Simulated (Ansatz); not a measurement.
Molecule: AlI, net charge 0, singlet state. 
Structure (B3LYP-D3(BJ)/def2-TZVP (Ansatz, a first-principles code) minimum search):
```xyz
2

Al     0.0000     0.0000    -2.0675
I      0.0000     0.0000     0.5071
```
Charge 0, spin multiplicity 1.

Basis-set convergence of Hartree-Fock and MP2 correlation energies (hartree) with Ansatz. Valence correlation only, unless marked. No spin-orbit coupling. Frozen are the shells of the preceding noble gas and the d and f shells that filled before the atom's block. Past Kr the def2 sets carry scalar-relativistic core potentials.

```json
[
 {"basis": "def2-SVP", "functions": "44", "E(HF)": "-538.54463", "E(corr, MP2)": "-0.13826"},
 {"basis": "def2-TZVPP", "functions": "92", "E(HF)": "-538.63848", "E(corr, MP2)": "-0.18773"},
 {"basis": "def2-QZVPP", "functions": "152", "E(HF)": "-538.64546", "E(corr, MP2)": "-0.21194"}
]
```

Extrapolating the two largest sets (X = 3 and 4) as X^-3: E(corr) = (64·(-0.21194) - 27·(-0.18773))/37 = -0.2296 Eh, an estimate of the basis-set limit. The largest set recovers 92.3 % of it, the smallest 60.2 %.
